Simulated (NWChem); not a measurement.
System: CH6BeSSi; SMILES [S]([Be][SiH3])C

Output (shortened):

```
             Northwest Computational Chemistry Package (NWChem) 7.3.0
             --------------------------------------------------------

 C1  symmetry detected

                             Geometry "geometry" -> ""
                             -------------------------

 Output coordinates in angstroms (scale by  1.889725989 to convert to a.u.)

  No.       Tag          Charge          X              Y              Z
 ---- ---------------- ---------- -------------- -------------- --------------
    1 Be                   4.0000     0.30235426    -0.34112977    -0.00070456
    2 S                   16.0000     0.65855353     1.53494979     0.00035945
    3 C                    6.0000    -1.03117605     2.24979485    -0.00022255
    4 H                    1.0000    -1.55676681     2.03321406    -0.93943809
    5 H                    1.0000    -0.90965454     3.33725771     0.08919741
    6 H                    1.0000    -1.62494902     1.89579661     0.85264406
    7 Si                  14.0000    -0.06987032    -2.48772170     0.00049820
    8 H                    1.0000    -1.11455788    -2.87832950    -1.00324138
    9 H                    1.0000    -0.54240402    -2.98827964     1.33311304
   10 H                    1.0000     1.16729957    -3.26500220    -0.34084761

 Effective nuclear repulsion energy (a.u.)     153.1463355379

                                 NWChem DFT Module
                                 -----------------

 Summary of "ao basis" -> "ao basis" (spherical)
 ------------------------------------------------------------------------------
       Tag                 Description            Shells   Functions and Types
 ---------------- ------------------------------  ------  ---------------------
 Be                         def2-svp                 5        9   3s2p
 S                          def2-svp                 8       18   4s3p1d
 C                          def2-svp                 6       14   3s2p1d
 H                          def2-svp                 3        5   2s1p
 Si                         def2-svp                 8       18   4s3p1d

            General Information
            -------------------
          SCF calculation type: DFT
          Wavefunction type:  closed shell.
          No. of atoms     :    10
          No. of electrons :    46
           Alpha electrons :    23
            Beta electrons :    23
          Charge           :     0
          Spin multiplicity:     1
          Use of symmetry is: off; symmetry adaption is: off
          Maximum number of iterations: 150
          AO basis - number of functions:    89
                     number of shells:    45
          Convergence on energy requested:  1.00D-06
          Convergence on density requested:  1.00D-05
          Convergence on gradient requested:  5.00D-04

              XC Information
              --------------
                      r^2SCAN Method XC Functional
               r^2SCAN metaGGA Exchange Functional  1.000
                     r^2SCAN Correlation Potential  1.000

             Grid Information
             ----------------
          Grid used for XC integration:  coarse
          Radial quadrature: Mura-Knowles
          Angular quadrature: Lebedev.
          Tag              B.-S. Rad. Rad. Pts. Rad. Cut. Ang. Pts.
          ---              ---------- --------- --------- ---------
          Be                  1.05       35          10.0       302
          S                   1.00       70          12.0       302
          C                   0.70       35          13.0       302
          H                   0.35       35          15.0       302
          Si                  1.10       70          13.0       302
          Grid pruning is: on
          Number of quadrature shells:   420
          Spatial weights used:  Erf1

      Superposition of Atomic Density Guess
      -------------------------------------

 Sum of atomic energies:        -741.26007423

      Non-variational initial energy
      ------------------------------

 Total energy =    -742.711078
 1-e energy   =   -1326.574722
 2-e energy   =     430.717308
 HOMO         =      -0.301523
 LUMO         =       0.002176

     ---------------------------------------------
      Total Density - Mulliken Population Analysis
     ---------------------------------------------

    Atom       Charge   Shell Charges
 -----------   ------   -------------------------------------------------------
    1 Be   4     3.57   1.99  0.82  0.12  0.55  0.09
    2 S   16    16.51   2.00  1.99  1.21  0.64  5.94  1.85  2.84  0.04
    3 C    6     6.19   1.99  0.93  0.26  1.91  1.07  0.02
    4 H    1     0.88   0.67  0.19  0.02
    5 H    1     0.89   0.67  0.19  0.02
    6 H    1     0.88   0.67  0.19  0.02
    7 Si  14    13.90   2.00  1.99  1.03  0.27  5.94  1.17  1.42  0.08
    8 H    1     1.06   0.69  0.36  0.01
    9 H    1     1.06   0.69  0.36  0.01
   10 H    1     1.06   0.69  0.36  0.01

[...]

                         DFT ENERGY GRADIENTS

    atom               coordinates                        gradient
                 x          y          z           x          y          z
   1 Be      0.571367  -0.644642  -0.001331   -0.000070   0.001161  -0.000020
   2 S       1.244486   2.900635   0.000679   -0.003345   0.000343   0.000011
   3 C      -1.948640   4.251496  -0.000421    0.002957  -0.001576  -0.000034
   4 H      -2.941863   3.842217  -1.775281    0.000146   0.000092   0.000230
   5 H      -1.718998   6.306503   0.168559    0.000051  -0.000197   0.000004
   6 H      -3.070708   3.582536   1.611264    0.000162   0.000120  -0.000195
   7 Si     -0.132036  -4.701112   0.000941    0.000043  -0.001015   0.000138
   8 H      -2.106209  -5.439254  -1.895851    0.000191   0.000322   0.000145
   9 H      -1.024995  -5.647030   2.519218    0.000158   0.000369  -0.000359
  10 H       2.205876  -6.169960  -0.644109   -0.000293   0.000381   0.000081
```

Level: r2SCAN/def2-SVP. Geometry: optimised at PBE0/def2-SVP.

Q: Which NWChem input produces such a log?

A: Several could match; the one computed here: the input that was run:
```
start job
memory heap 200 mb stack 900 mb global 1100 mb
geometry units angstroms noautoz
  Be     0.363528    -0.306799    -0.003539
  S      0.835568     1.543529    -0.007795
  C     -0.806472     2.361961     0.000177
  H     -1.350026     2.177161    -0.935599
  H     -0.617115     3.439896     0.087004
  H     -1.416050     2.046703     0.857084
  Si    -0.141295    -2.426118     0.003546
  H     -1.214124    -2.752450    -0.993442
  H     -0.636146    -2.894526     1.339744
  H      1.043174    -3.279220    -0.343616
end
basis spherical
  Be library def2-svp
  S library def2-svp
  C library def2-svp
  H library def2-svp
  Si library def2-svp
end
dft
  xc r2scan
  grid coarse
  iterations 150
  mulliken
end
task dft gradient
```
